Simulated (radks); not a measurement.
The numbers below are computed, except where a source is named.
Charge is removed step by step from the 1s1/2 level of the arsenic ion As+, starting from [Ar] 3d10 4s2 4p2. Code: a radial shooting solver on a logarithmic mesh with Libxc functionals. Model: Dirac Kohn-Sham, PBE, spin-unpolarised, spherical densities, point nucleus; open shells are shared between the two j in proportion to 2j + 1.

removed (e)  E - E(0) (eV)  eigenvalue (eV)  E minus straight line (eV)
0                    0.000         -11725.7                       0.000
0.1                 1174.6         -11766.7                     -18.375
0.2                 2353.3         -11807.7                     -32.651
0.3                 3536.2         -11848.7                     -42.830
0.4                 4723.1         -11889.5                     -48.917
0.5                 5914.1         -11930.4                     -50.919
0.6                 7109.1         -11971.1                     -48.845
0.7                 8308.3         -12011.7                     -42.702
0.8                 9511.5         -12052.2                     -32.504
0.9                10718.7         -12092.5                     -18.264
1                  11930.0         -12132.7                       0.000

Removing the whole electron costs 11930.0 eV by Delta-SCF, against 11725.7 eV from minus the eigenvalue at the starting occupation. Slater's transition state (half an electron removed) gives 11930.4 eV. Integrating minus the eigenvalue over the occupation (Janak's theorem) gives 11930.0 eV. The mean slope of the eigenvalue, de/dn, is 407 eV per electron.
